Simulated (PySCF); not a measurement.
Delta-SCF ions had no search for a lower state. Excitations are Tamm–Dancoff values on a coarser integration grid. The basis has no diffuse functions, so Rydberg states are missing or too high.

Cartesian coordinates (Å):
SMILES: [H]/N=[si]1/cn1
```xyz
6

N      1.7845    -0.5045    -1.0484
Si     0.3312    -0.0549    -0.6756
C     -1.3767     0.1356    -0.8782
N     -0.9489     0.6557     0.2450
H      2.6145    -0.3577    -0.4972
H     -2.4047     0.1258    -1.2358
```
Charge 0, spin multiplicity 1.

Q: Estimate the HOMO–LUMO gap, vertical ionisation energy (Delta-SCF) and S1 excitation (TDA) that PBE-D3(BJ)/def2-TZVP // CAM-B3LYP-D3(BJ)/def2-TZVP in PySCF 2.14.0 returns for this input.

A: 
* **HOMO–LUMO gap**: 2.96 eV
* **vertical ionisation energy (Delta-SCF)**: 9.17 eV
* **S1 excitation (TDA)**: 3.26 eV
